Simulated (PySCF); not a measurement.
Harmonic spectrum computed at PBE0 in the def2-TZVP basis family (core potentials from Rb on, PySCF, no spin–orbit coupling):

```json
{"symmetry": "a1", "ω (cm⁻¹)": "81", "IR (km/mol)": "0.6"}
{"symmetry": "b2", "ω (cm⁻¹)": "261", "IR (km/mol)": "33.3"}
{"symmetry": "a1", "ω (cm⁻¹)": "266", "IR (km/mol)": "7.9"}
```

Task: Which molecule gave it? In each, all ligands are bound to the one heavy central atom.
A. GaBr₂⁺ (singlet)
B. BiBr₂⁺ (singlet)
C. TlBr₂⁺ (singlet)
D. AlBr₂⁺ (singlet)
E. InBr₂⁺ (singlet)

Result: B. It has C2v symmetry with Bi–Br 2.493 Å (×2).
